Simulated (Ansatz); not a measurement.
Reaction (hydrogenolysis of a C–C bond): `CCCCCCCC(C)=O` + H₂ → `CCCCC(C)=O` + propane

Calculated with Ansatz (gas phase, PBE0-D4/def2-TZVP geometries, no zero-point term in ΔE). CBS: MP2 limit from def2 TZ/QZ plus the TZ coupled-cluster correction, frozen cores. This one scheme is used for every species. Functionals use def2-TZVPP. One conformer a species, not always the lowest.

```tsv
level	ΔE (kJ/mol)	difference from CCSD(T)/CBS
LDA (SPW92)	-61.9	1.5
PBE-D4	-66.4	-3.0
revPBE-D4	-58.9	4.5
BLYP-D4	-66.6	-3.2
r2SCAN-D4	-69.1	-5.7
B97M-V	-74.1	-10.7
r2SCANh-D4	-69.7	-6.3
CAM-B3LYP-D4	-71.9	-8.5
PBE-QIDH	-70.8	-7.4
revPBE	-87.2	-23.8
BLYP	-90.6	-27.2
MP2/def2-SVP	-61.4	2.0
CCSD(T)/def2-SVP	-65.8	-2.4
CCSD/def2-TZVPP	-69.9	-6.5
SCS-MP2/def2-QZVPP	-65.3	-1.9
CCSD/CBS(def2)	-69.4	-6.0
CCSD(T)/CBS	-63.4	0
```

Largest T1 diagnostic among the species: 0.012.

The D4 term adds +18.8 kJ/mol with B3LYP and +11.3 kJ/mol with PBE0; it sums over pairs of atoms, weighted by their polarisabilities, and B3LYP, whose exchange is more repulsive, gets the larger term. Leaving LDA and LC-ωPBE aside and taking each functional with its dispersion term where it has one, the values, not all of them listed here, spread over 19.2 kJ/mol, from B2PLYP to revPBE-D4. LDA lies +17.0 kJ/mol from PBE without D4. In def2-TZVPP, CCSD(T) changes the Hartree–Fock value by +34.2 kJ/mol (the triples alone add +6.1 kJ/mol) and MP2 by +39.3 kJ/mol.

CCSD(T)/CBS has its own doubt, a few kJ/mol and more with outer-core shells, so smaller differences from it don't rank the levels.

B3LYP here is the variant with VWN-RPA as its local correlation; programs differ in this.
